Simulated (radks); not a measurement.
Results of a calculation; reference values are marked as such.
Charge is removed step by step from the 1s1/2 level of neutral gallium, starting from [Ar] 3d10 4s2 4p1. Level of theory: Dirac Kohn-Sham, PBE, spin-unpolarised, spherical densities, finite nucleus; open shells are shared between the two j in proportion to 2j + 1; Fermi nuclear charge, rms radius 3.9973 fm (a radial shooting solver on a logarithmic mesh with Libxc functionals).

| removed (e) | E - E(0) (eV) | eigenvalue (eV) | E minus straight line (eV) |
|---|---|---|---|
| 0 | 0.000 | -10226.9 | 0.000 |
| 0.1 | 1024.6 | -10264.6 | -16.894 |
| 0.2 | 2052.9 | -10302.2 | -30.023 |
| 0.3 | 3085.0 | -10339.9 | -39.388 |
| 0.4 | 4120.9 | -10377.5 | -44.992 |
| 0.5 | 5160.5 | -10415.0 | -46.839 |
| 0.6 | 6203.9 | -10452.5 | -44.935 |
| 0.7 | 7251.0 | -10489.9 | -39.288 |
| 0.8 | 8301.9 | -10527.1 | -29.908 |
| 0.9 | 9356.4 | -10564.3 | -16.807 |
| 1 | 10414.7 | -10601.2 | 0.000 |

Removing the whole electron costs 10414.7 eV by Delta-SCF, against 10226.9 eV from minus the eigenvalue at the starting occupation. Slater's transition state (half an electron removed) gives 10415.0 eV. Integrating minus the eigenvalue over the occupation (Janak's theorem) gives 10414.7 eV. The mean slope of the eigenvalue, de/dn, is 374 eV per electron.
